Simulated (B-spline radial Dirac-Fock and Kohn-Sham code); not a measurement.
**Br⁷⁺ 3s: cross section and angular parameters**

System: Br⁷⁺, [Ar] 3d10; threshold 365.5 eV (orbital energy of the model). Calculated with a radial atomic solver, using Dirac-Hartree-Slater photoionisation with a Latter tail; cross sections with all multipoles, angular parameters from the dipole term and its interference with E2.

For linearly polarised light dσ/dΩ = σ/(4π) [1 + β P₂(cos θ) + (δ + γ cos²θ) sin θ cos φ], with θ from the polarisation vector and φ the angle between the beam and the projection of the electron momentum on the plane normal to the polarisation.

```csv
hν (eV),σ (kb),β,γ
375,161,1.996,0.454
400,150,1.996,0.429
702,70.9,1.997,0.187
825,55.5,1.998,0.117
1000,41.1,1.998,0.041
1010,40.4,1.998,0.038
1130,33.7,1.998,0.001
1253.6,28.3,1.998,-0.028
1270,27.6,1.998,-0.031
1486.9,21.0,1.998,-0.062
2320,9.32,1.998,-0.052
2440,8.46,1.998,-0.041
3840,3.43,1.998,0.161
4000,?,?,?
4320,2.69,1.998,0.243
5060,1.92,1.998,0.373
10900,0.342,1.998,1.282
```

**Question.** Give the values at 4000 eV.

**Answer.** σ = 3.15 kb, β = 1.998, γ = 0.188. For an s subshell δ is negligible.
